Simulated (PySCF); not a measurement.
**Tl(SH)3 relaxed at several levels**

Computed with PySCF 2.14.0, def2-SVP on the ligands, density fitting, scalar-relativistic core potentials, no spin-orbit coupling, vacuum. Each row is relaxed at its own level from the same template. Distances are means of the shortest metal–ligand contacts, charges and spins Mulliken's; removal energies are rigid, with the ligand's formal charge and no counterpoise, so too large; for an anion taken off a cation in vacuum most of it is the attraction of opposite charges, and multiply charged cations can part far more cheaply with an electron moved from ligand to metal.

```json
{"level": "PBE", "basis on the metal": "def2-SVP with ECP60", "point group": "C1", "M–SH (Å)": "2.498", "charge on M (e)": "0.33", "dipole (D)": "1.52", "HOMO–LUMO gap (eV)": "2.58", "removal of one SH (eV)": "9.36", "strongest infrared band, degenerate modes summed (cm⁻¹)": "180", "unstable modes (below −25 cm⁻¹)": "0"}
```

(1) What does the calculation give for TPSS, def2-SVP with ECP60?

One start shape was tried for each, so a minimum needn't be the lowest isomer.

## Answers

(1) point group: C1, M–SH (Å): 2.497, charge on M (e): 0.41, dipole (D): 1.56, HOMO–LUMO gap (eV): 2.76, removal of one SH (eV): 9.25, unstable modes (below −25 cm⁻¹): not given.
```xyz
7

Tl    0.7083   -0.2032    0.1556
S    -0.5806    0.3490    2.2225
H    -1.7182    0.6075    1.5261
S    -0.4299   -0.3715   -2.0674
H    -1.6578   -0.1638   -1.5249
S     3.1584   -0.6058    0.3456
H     3.2839   -0.8387   -0.9862
```
